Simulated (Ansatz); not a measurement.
AlB6. The state is a doublet with charge 0. Geometry relaxed at r2SCAN-D4/def2-SVP.

```xyz
7

Al   -0.902    0.563    1.242
B     0.127    1.051   -1.140
B    -1.055   -1.306    0.321
B     0.506   -1.447    0.267
B     1.093    0.004   -0.024
B     0.640    1.565    0.251
B    -0.410   -0.431   -0.917
```

The structure comes from a short search, and lower isomers may exist.

(1) Estimate the harmonic wavenumbers at UKS r2SCAN-D4/def2-SVP (Ansatz, unscaled). Is this a minimum?

## Answers

(1) 150, 162, 313, 393, 466, 470, 526, 539, 611, 747, 855, 1035, 1115, 1156, 1227 cm⁻¹. Yes, no mode is imaginary beyond noise. Zero-point energy 58.4 kJ/mol. Hardware: 2 threads of AMD EPYC 7R13 on a shared host. Wall time 2 min.
